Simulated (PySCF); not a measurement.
C2H8GeSe.

```xyz
12

Se     0.5139     0.4616     0.8233
C      1.8087    -0.6310    -0.1800
C      2.0405    -0.1829    -1.6074
H      1.4767    -1.6784    -0.1252
H      2.7292    -0.5519     0.4179
H      2.3642     0.8675    -1.6484
H      1.1279    -0.2737    -2.2165
H      2.8192    -0.8024    -2.0822
Ge    -1.4230    -0.2263    -0.3124
H     -1.4233    -1.7644    -0.4155
H     -2.6122     0.2627     0.5291
H     -1.5139     0.3706    -1.7305
```
Charge 0, spin multiplicity 1.

Geometry: PBE0-D3(BJ)/def2-SVP. The structure was generated by enumeration, and PubChem lists no compound with its InChIKey, so it may never have been made. The values are those of a single conformer.

Computed with PBE/pcSseg-1 (PySCF). Non-relativistic, no solvent.

Computed absolute GIAO shielding of each atom: isotropic value and principal components (ppm):
```csv
atom,σ(iso),σ11,σ22,σ33,span
Se1,1812.4,1444.0,1628.9,2364.3,920.3
C2,149.7,131.9,148.5,168.6,36.7
C3,159.6,140.6,157.5,180.8,40.1
H4,28.7,22.5,27.7,35.9,13.4
H5,28.8,21.9,27.3,37.2,15.4
H6,30.0,26.0,28.2,35.8,9.8
H7,29.8,24.4,31.0,34.2,9.9
H8,29.7,24.8,26.4,38.0,13.3
Ge9,1446.3,1296.9,1432.6,1609.4,312.5
H10,26.6,20.1,22.0,37.7,17.6
H11,26.6,20.0,21.6,38.2,18.1
H12,26.2,19.0,22.1,37.4,18.4
```
